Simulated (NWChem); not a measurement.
# Correlation energy of BN

SMILES: [B]=[N]
```xyz
2

B      0.0000     0.0000     0.7682
N      0.0000     0.0000    -0.5487
```
Charge 0, spin multiplicity 3.

Program: NWChem. The geometry was optimised at UPBE0/def2-SVP, a minimum by its harmonic frequencies.

Basis set: cc-pVDZ. Each correlation energy counts from its own Hartree-Fock reference.

The correlated methods keep 2 core orbitals frozen. This spin state was chosen for the runs; another may lie lower. The structure started from a generated list of species. The unpaired electrons of the parent sit in orbitals of symmetry a1 and b1 (C2v labels of the run); other states weren't searched. The stability of the SCF solutions was not checked. Open-shell Hartree-Fock references start from PBE0 orbitals. No row is a measurement; the coupled-cluster row has its own basis-set and correlation limits.

Q: For the correlation energy, URI-MP2 gives -176.7 mHa and CCSD[T] on ROHF gives -214.2 mHa. What do SCS-UMP2, CCSD on UHF give?

A: SCS-UMP2: -170.2 mHa; CCSD on UHF: -199.0 mHa.
